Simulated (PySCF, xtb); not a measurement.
ClH6NSi3, SMILES Cl[SiH]1[SiH2]N[SiH2]1.

Harmonic wavenumbers (cm⁻¹) from GFN2-xTB (xtb 6.7.1) at its own minimum, in rising order: 90, 102, 135, 311, 346, 371, 391, 397, 437, 528, 529, 534, 550, 607, 621, 666, 777, 812, 837, 860, 1160, 2119, 2164, 2172, 2195, 2201, 3474.

Problem. What does PBE0-D3(BJ)/def2-SVP run with PySCF give at its own minimum? (Estimate from the structure and the level; the computed values follow.)

Solution. 63, 126, 145, 334, 405, 410, 459, 465, 502, 576, 619, 686, 698, 705, 722, 770, 862, 891, 964, 996, 1129, 2201, 2203, 2208, 2213, 2238, 3622. Paired by order, the mean absolute difference is 72 cm⁻¹ and the zero-point energies are 36.3 and 38.9 kcal/mol.
